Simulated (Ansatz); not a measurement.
`[F][InH][SiH3]` + H₂ → `[F][InH2]` + SiH₄ at 500 K and 1 bar (hydrogenolysis of the In–Si bond).

Isolated molecules relaxed with PBE0-D4/def2-TZVP in Ansatz; ΔE leaves out vibrations. CCSD(T)/CBS is the MP2 limit (def2-TZVPP, def2-QZVPP) plus CCSD(T) − MP2 in def2-TZVPP, frozen cores. This one scheme is used for every species. Elements past krypton have def2 core potentials. For In outer-core shells are correlated without core-valence functions, which leaves a few kJ/mol of doubt a bond.

| species | CCSD(T)/CBS energy (Eh) | H − E (kJ/mol) | S (J/(mol·K)) |
| --- | --- | --- | --- |
| `[F][InH][SiH3]` | -581.10508 | 123.4 | 397.1 |
| H₂ | -1.17544 | 41.0 | 145.5 |
| `[F][InH2]` | -290.81142 | 59.1 | 295.0 |
| SiH₄ | -291.46306 | 102.4 | 230.9 |

H − E and S are ideal-gas, rigid-rotor, harmonic terms from PBE0-D4/def2-TZVP. The MP2-based limit puts H₂ 0.8 mEh under its directly extrapolated value; such offsets cancel only in part. 1 Eh = 2625.50 kJ/mol, R = 8.31446 J/(mol·K).

Q: By hand: ΔE, ΔH, ΔS and ΔG.

A: ΔE = (-290.81142) + (-291.46306) − (-581.10508) − (-1.17544) = 0.00604 Eh = 15.9 kJ/mol. Δ(H − E) = 59.1 + 102.4 − 123.4 − 41.0 = -2.9, so ΔH = 13.0 kJ/mol. ΔS = 295.0 + 230.9 − 397.1 − 145.5 = -16.7 J/(mol·K). ΔG = 13.0 − 500 × (-16.7)/1000 = 21.4 kJ/mol.

Q: By hand: the equilibrium constant, and the temperature at which ΔG would vanish if ΔH and ΔS stayed fixed.

A: log₁₀ K = −ΔG/(RT ln 10) = -2.2. ΔH and −TΔS have one sign here, so there is no such temperature.

TΔS isn't small against ΔH here. A doubt of 5 kJ/mol in ΔE shifts log₁₀ K by 0.5 here. Modes under 60 cm⁻¹, often nearly free rotors, make the harmonic entropy too high. These are equilibria of isolated gas molecules and say nothing of rates. Largest T1 diagnostic: 0.016 (customary marks: 0.02 for closed shells, 0.045 for open ones).
